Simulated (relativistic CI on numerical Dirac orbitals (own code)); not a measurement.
**Ligand-field terms of d7**

Computed with a parametric ligand-field model of a d^n configuration (Racah B and C, spin-orbit zeta, crystal field), exact diagonalisation.

Field parameters in Wybourne normalisation: Oh B⁴₀ = 21Dq, B⁴₄ = √(5/14) B⁴₀. The field is a parameter set, without covalency.

B = 840 cm⁻¹, C = 3400 cm⁻¹ (C/B = 4.05), Oh, no spin-orbit coupling. Tanabe-Sugano data, E/B above the lowest term (Δ = |10Dq|; b, c mark the second and third term of a kind):

```tsv
Δ/B	4T1	4T2	4A2	4T1(b)	2E	2T1	2T2	2T1(b)
1.0	0.00	0.81	1.81	15.62	16.45	16.72	16.53	21.35
3.0	0.00	2.49	5.49	16.97	15.62	17.31	17.11	21.74
5.0	0.00	4.22	9.22	18.44	14.02	17.48	17.46	22.07
7.0	0.00	6.00	13.00	20.00	12.21	17.50	17.66	22.35
9.0	0.00	7.82	16.82	21.63	10.33	17.45	17.77	22.58
11.0	0.00	9.66	20.66	23.32	8.40	17.39	17.82	22.77
13.0	0.00	11.53	24.53	25.06	6.46	17.32	17.85	22.93
15.0	0.00	13.42	28.42	26.83	4.51	17.25	17.85	23.06
17.0	0.00	15.32	32.32	28.64	2.55	17.19	17.85	23.17
19.0	0.00	17.23	36.23	30.46	0.58	17.13	17.84	23.26
21.0	1.39	20.54	41.54	33.70	0.00	18.47	19.21	24.73
23.0	3.36	24.45	47.45	37.54	0.00	20.39	21.17	26.77
25.0	5.34	28.36	53.36	41.39	0.00	22.32	23.13	28.80
27.0	7.31	32.29	59.29	45.26	0.00	24.26	25.09	30.83
29.0	9.29	36.22	65.22	49.14	0.00	26.21	27.06	32.86
31.0	11.28	40.16	71.16	53.04	0.00	28.15	29.03	34.88
33.0	13.26	44.10	77.10	56.94	0.00	30.10	31.00	36.90
35.0	15.24	48.05	83.05	60.85	0.00	32.06	32.97	38.91
37.0	17.23	52.00	89.00	64.77	0.00	34.02	34.94	40.92
39.0	19.22	55.95	94.95	68.69	0.00	35.98	36.91	42.93
41.0	21.20	59.91	100.91	72.62	0.00	37.94	38.89	44.94
43.0	23.19	63.87	106.87	76.56	0.00	39.91	40.87	46.95
45.0	25.18	67.84	112.84	80.50	0.00	41.88	42.85	48.96
47.0	27.17	71.80	118.80	84.44	0.00	43.85	44.83	50.97
```

The ground term changes from 4T1 to 2E between Δ/B = 19.0 and 21.0.
